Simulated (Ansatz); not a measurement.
Born–Oppenheimer molecular dynamics of CH₆F₂O₂Si₂ (13 atoms, charge 0, multiplicity 1). It starts from a relaxed structure.

All numbers below come from Ansatz 0.2.0, RKS PBE0/6-31G.

| Item | Value |
| --- | --- |
| ensemble | NVE (velocity Verlet) |
| time step | 1 fs |
| steps asked | 300 |
| starting velocities drawn for | 300 K |
| seed | 823387 |

First frame:

```xyz
13
Properties=species:S:1:pos:R:3
Si -0.236 -0.196 0.121
O -0.870 -0.265 1.630
Si -1.360 0.081 3.228
H -2.732 -0.493 3.414
H -0.391 -0.566 4.170
H -1.382 1.567 3.432
F 1.392 0.145 0.166
F -0.909 1.079 -0.717
O -0.444 -1.626 -0.715
C -1.387 -2.683 -0.447
H -1.412 -2.928 0.620
H -2.389 -2.396 -0.780
H -1.051 -3.550 -1.015
```

Q: How far do the bonds stretch over the last three quarters of this one trajectory? (Pairs bonded in most of those frames.)

A: 
| bond | mean (Å) | spread (Å) | shortest | longest |
| --- | --- | --- | --- | --- |
| Si1–O2 | 1.645 | 0.014 | 1.62 | 1.67 |
| Si1–F7 | 1.664 | 0.013 | 1.64 | 1.69 |
| Si1–F8 | 1.672 | 0.020 | 1.63 | 1.71 |
| Si1–O9 | 1.666 | 0.019 | 1.62 | 1.70 |
| O2–Si3 | 1.718 | 0.016 | 1.69 | 1.75 |
| Si3–H4 | 1.506 | 0.052 | 1.42 | 1.58 |
| Si3–H5 | 1.503 | 0.017 | 1.47 | 1.54 |
| Si3–H6 | 1.502 | 0.018 | 1.47 | 1.54 |
| O9–C10 | 1.443 | 0.025 | 1.39 | 1.49 |
| C10–H11 | 1.096 | 0.023 | 1.05 | 1.14 |
| C10–H12 | 1.095 | 0.017 | 1.06 | 1.13 |
| C10–H13 | 1.090 | 0.009 | 1.07 | 1.11 |

Mean temperature of the second half: 168 K. The conserved energy stayed within 0.5 meV per atom of its start (net change 0.29 meV per atom), so the integration is sound. Over the second half the temperature averaged 0.56 of the 300 K drawn at the start: a run that starts near a minimum puts about half its kinetic energy into the potential. A run of 0.3 ps of so small a system gives no equilibrium averages. Limits of this set-up: no polarisation functions.

Run time: 26 min on 1 thread of Arm Neoverse V2, with other jobs on the host, peak memory 0.2 GiB.
